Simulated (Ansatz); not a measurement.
A geometry relaxed with r2SCAN-D4/def2-SVP in Ansatz (a program for electronic structure), charge 0, multiplicity 1:

```xyz
18

H     -1.0534     2.6618    -1.0284
H      2.3785    -2.5373     0.4820
H     -1.5326     0.9975     2.4368
Si    -0.2297     0.2772     2.2965
H      1.3529     2.8184    -0.7512
H      0.4240     1.6855    -2.6976
Si     0.2414     1.9421    -1.2362
H      3.4779    -0.3732     0.3009
O     -0.8742    -1.2854    -0.7157
H      2.6752    -1.4956    -1.7044
H     -2.6577    -0.7532     0.2598
H     -2.7979    -1.7529    -1.2143
H     -0.3072    -1.0136     3.0459
Ge     0.3121    -0.1167    -0.0068
C     -2.2339    -0.9266    -0.7510
Si     2.3969    -1.2412    -0.2595
H      0.8472     1.1256     2.8952
H     -2.4196    -0.0123    -1.3519
```

Question: Write the SMILES of this molecule.

Answer: `C[O][Ge]([SiH3])([SiH3])[SiH3]`
